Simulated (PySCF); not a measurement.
GaFClBr, SMILES [Ga]([F])([Cl])[Br]. Atoms are numbered in the order given.

```xyz
4

Ga    -0.3226     0.4925     0.0000
F     -2.0204     0.8924     0.0000
Cl     1.0651     2.1087     0.0000
Br     0.2879    -1.6899     0.0000
```
Charge 0, spin multiplicity 1.

Geometry: B3LYP-D3(BJ)/def2-SVP.

Calculation: TDA-ωB97X/def2-SVPD (PySCF).

Vertical excitations. Gas-phase values at a fixed geometry. State labels are in the subgroup Cs.

```csv
state,symmetry,energy (eV),λ (nm),f,main pairs
S1,A',5.91,210,0.019,HOMO→LUMO 94 %
S2,A",6.01,206,0.010,HOMO−1→LUMO 95 %
S3,A',6.65,186,0.036,HOMO−2→LUMO 89 %
S4,A",6.76,183,0.000,HOMO→LUMO+1 98 %
S5,A",6.83,182,0.026,HOMO−3→LUMO 93 %
S6,A',7.09,175,0.004,"HOMO−1→LUMO+1 66 %, HOMO−4→LUMO 28 %"
S7,A",7.38,168,0.002,HOMO−2→LUMO+1 97 %
S8,A',7.83,158,0.134,"HOMO−3→LUMO+1 48 %, HOMO−4→LUMO 21 %, HOMO−5→LUMO 11 %, HOMO−1→LUMO+1 10 %"
S9,A",8.05,154,0.000,HOMO−4→LUMO+1 96 %
S10,A',8.08,154,0.330,"HOMO−3→LUMO+1 35 %, HOMO−4→LUMO 28 %, HOMO−7→LUMO 18 %, HOMO−1→LUMO+1 8 %"
T1,A',5.44,228,0,HOMO→LUMO 92 %
T2,A",5.61,221,0,HOMO−1→LUMO 92 %
T3,A',6.12,202,0,HOMO−2→LUMO 89 %
T4,A",6.42,193,0,HOMO−3→LUMO 90 %
```
Triplets are in the Tamm–Dancoff approximation.
